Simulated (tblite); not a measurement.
C8H7 (doublet state).
Atom-mapped SMILES: `[H]/[C:1]=[CH:2]\[CH2:3][CH2:4][C:5]#[C:6][C:7]#[CH:8]` (hydrogens: H9 on C1; H10 on C2; H11, H12 on C3; H13, H14 on C4; H15 on C8)
Bond orders are those of one Lewis drawing.

Computed with GFN2-xTB (tblite), gas phase: L-BFGS steps from a force-field or distance-geometry start until the largest atomic force falls under 0.01 eV/Å.

Step 37: E = -555.9216 eV
```
atom  x, y, z in Å  |  force x, y, z in eV/Å
C1     -2.8858    1.0170    0.6438   -0.157  -0.010   0.027
C2     -1.7478    0.7904    0.0840    0.015   0.009   0.036
C3     -1.4189   -0.3544   -0.8612    0.015  -0.071  -0.031
C4     -0.3627   -1.2811   -0.2408    0.010  -0.004  -0.003
C5      0.9043   -0.6124   -0.0520    0.014  -0.035   0.014
C6      1.9599   -0.0480    0.1062   -0.009  -0.021  -0.015
C7      3.1692    0.5497    0.2777   -0.005  -0.006  -0.012
C8      4.2491    1.0636    0.4213   -0.037  -0.027  -0.003
H9     -3.8770    0.6173    0.6748    0.158   0.043  -0.021
H10    -0.8868    1.4226    0.2750   -0.007   0.034   0.045
H11    -2.3179   -0.9308   -1.0764   -0.066  -0.018  -0.006
H12    -1.0439    0.0733   -1.7935    0.041  -0.027  -0.024
H13    -0.7224   -1.6493    0.7269    0.005   0.037  -0.014
H14    -0.2162   -2.1509   -0.8937    0.022   0.069   0.004
H15     5.1925    1.5009    0.5493    0.001   0.027   0.005
```

Step 38: E = -555.9228 eV
```
atom  x, y, z in Å  |  force x, y, z in eV/Å
C1     -2.8849    1.0197    0.6426   -0.083   0.008   0.023
C2     -1.7454    0.7940    0.0853    0.022  -0.014   0.028
C3     -1.4211   -0.3539   -0.8591    0.029  -0.057  -0.023
C4     -0.3637   -1.2814   -0.2412    0.006  -0.002   0.000
C5      0.9040   -0.6144   -0.0523    0.012  -0.018   0.009
C6      1.9596   -0.0504    0.1060   -0.002  -0.015  -0.014
C7      3.1685    0.5484    0.2774   -0.011  -0.011  -0.012
C8      4.2478    1.0632    0.4215   -0.031  -0.021  -0.004
H9     -3.8692    0.6092    0.6647    0.056   0.024  -0.008
H10    -0.8851    1.4252    0.2783    0.009   0.037   0.035
H11    -2.3248   -0.9263   -1.0702   -0.025  -0.014  -0.008
H12    -1.0447    0.0711   -1.7922    0.020  -0.027  -0.024
H13    -0.7202   -1.6501    0.7269   -0.010   0.024  -0.006
H14    -0.2153   -2.1497   -0.8953    0.005   0.060   0.000
H15     5.1900    1.5034    0.5488    0.002   0.025   0.006
```

Q: Estimate the geometry and energy of step 39. (The exact step hangs on the optimiser's Hessian estimate; all steps are aligned on step 38, rigid shifts and turns removed.)

A: E = -555.9233 eV, largest force 0.036 eV/Å
```
atom  x, y, z in Å  |  force x, y, z in eV/Å
C1     -2.8849    1.0217    0.6425    0.002   0.014   0.003
C2     -1.7443    0.7955    0.0868    0.017  -0.019   0.018
C3     -1.4218   -0.3544   -0.8582    0.017  -0.017  -0.007
C4     -0.3638   -1.2814   -0.2414   -0.001   0.001   0.005
C5      0.9044   -0.6165   -0.0522    0.004  -0.004   0.004
C6      1.9595   -0.0519    0.1057    0.005  -0.011  -0.013
C7      3.1678    0.5473    0.2771   -0.006  -0.011  -0.011
C8      4.2466    1.0628    0.4214   -0.010  -0.009  -0.001
H9     -3.8647    0.6054    0.6593   -0.019   0.004   0.001
H10    -0.8846    1.4277    0.2803    0.006   0.023   0.027
H11    -2.3275   -0.9259   -1.0670    0.004  -0.001  -0.008
H12    -1.0450    0.0701   -1.7918    0.006  -0.029  -0.018
H13    -0.7193   -1.6493    0.7268   -0.018   0.008   0.004
H14    -0.2151   -2.1476   -0.8967    0.001   0.031  -0.008
H15     5.1883    1.5047    0.5487   -0.007   0.020   0.005
```

The energy changes by -0.0005 eV. The first-order estimate −F·Δx gives -0.0008 eV and the mean of the old and new forces, exact on a quadratic surface, -0.0005 eV. The step makes an angle of 67° with the force vector and moves no atom by more than 0.008 Å.

The cost below is that of the whole relaxation. Hardware: one thread, Intel Xeon Platinum 8488C (x86_64), shared host with 96 logical CPUs at a one-minute load of 112. Cost: 0.74 s of wall time.
